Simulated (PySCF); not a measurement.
**How methods differ on the fine-structure interval of Pt+**

Pt+ [Xe] 4f14 5d9 [5d3/2^4 5d5/2^5, M_J = 5/2] → Pt+ [Xe] 4f14 5d9 [5d3/2^3 5d5/2^6, M_J = 3/2], as a difference of total energies. Calculation: PySCF 2.14, in x2c-TZVPPall-2c; the two-component X2C-1e Hamiltonian. Correlated levels: [Kr] 4d10 4f14 frozen; the 34 highest virtual spinors dropped. "Screened" scales the spin-orbit matrix elements by Boettger's factors to mimic the two-electron term; Breit and QED terms are absent.

| method | fine-structure interval (cm⁻¹) |
| --- | --- |
| GHF (screened spin-orbit) | 10891 |
| GMP2 (screened spin-orbit) | 11643 |
| GHF (bare spin-orbit) | 12715 |

The determinant of the lower state mixes levels of different J (the jj label is only the starting occupation), so the difference between spin-free and spin-orbit rows is not the physical spin-orbit shift.
